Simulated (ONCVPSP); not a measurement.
# fluorine (F): ONCV pseudisation with LDA (Perdew-Wang 92), scalar-relativistic reference atom.

ONCVPSP 4.0.1 input, shortened (lines: element, Z, core and valence counts, functional; n l f; lmax; l rc ep ncon nbas qcut; lloc lpopt rc5 dvloc0; l nproj debl; icmod fcfact rcfact), LDA (Perdew-Wang 92), scalar-relativistic:

```
  F 9.00    1    2  -001012      upf
    1    0    2.00
    2    0    2.00
    2    1    5.00
    2
    0    0.80    0.00    5   10    6.90
    1    1.85    0.00    3    6    9.20
    2    1.65    0.25    4    7    5.70
    4    1    0.75    0.00
    0    2    3.70
    1    1    1.00
    2    2    1.10
    1    0.70    0.00
```

All-electron outer shells of the reference configuration (LDA (PZ), scalar-relativistic, ld1.x):

```json
{"shell": "1s", "level (eV)": "-658.96", "outermost node (bohr)": "–", "outermost maximum (bohr)": "0.12"}
{"shell": "2s", "level (eV)": "-29.65", "outermost node (bohr)": "0.24", "outermost maximum (bohr)": "0.77"}
{"shell": "2p", "level (eV)": "-11.29", "outermost node (bohr)": "–", "outermost maximum (bohr)": "0.71"}
```

Calculated quality:

```json
{"Cutoffs needed": "371 Ha and 458 Ha (the cutoffs (Ha) at which the residual kinetic energy of the hardest occupied pseudo-wave falls to 1 and 0.1 mHa per electron)", "Ghost test": "no bound ghost flagged; no localised positive-energy state flagged", "Largest excitation error": "+2425 meV (all-electron minus pseudo) for 2s2 2p2, out of 4 test configurations", "rms error of d²Exc/dni dnj": "1.80 mHa without and 1.05 mHa with the model core"}
```

Generation and tests took about 3.2 s on one core of a shared server CPU.
